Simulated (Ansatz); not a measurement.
Molecule: formyl cation, CHO, charge 1, multiplicity 1. It need not be the lowest isomer of its formula. 
Coordinates optimised at B3LYP-D3(BJ)/def2-TZVP (Ansatz, a first-principles code):
```xyz
3

C      0.0000     0.0000    -0.5143
O      0.0000     0.0000     0.5871
H      0.0000     0.0000    -1.6107
```
Charge +1, spin multiplicity 1.

Computed values are from Ansatz. Correlated levels leave the core frozen unless marked. UHF or UKS for open shells. Spin-orbit coupling is left out. Non-relativistic. Basis-set limits of correlation are two-point, X^-3; Hartree-Fock from the larger set (for Q and 5 zeta extrapolated as (X+1)exp(-9√X)).

```json
{
 "vertical ionisation energy (to the doublet)": "26.92 eV at CCSD(T)/CBS(aug-cc-pVTZ,aug-cc-pVQZ)",
 "vertical electron affinity (to the doublet; negative means unbound)": "6.59 eV at CCSD(T)/CBS(aug-cc-pVTZ,aug-cc-pVQZ)",
 "total_energy": "-113.4416 Eh at CCSD(T)/CBS(cc-pVQZ,cc-pV5Z)",
 "T1 diagnostic": "0.018 at CCSD/cc-pV5Z"
}
```
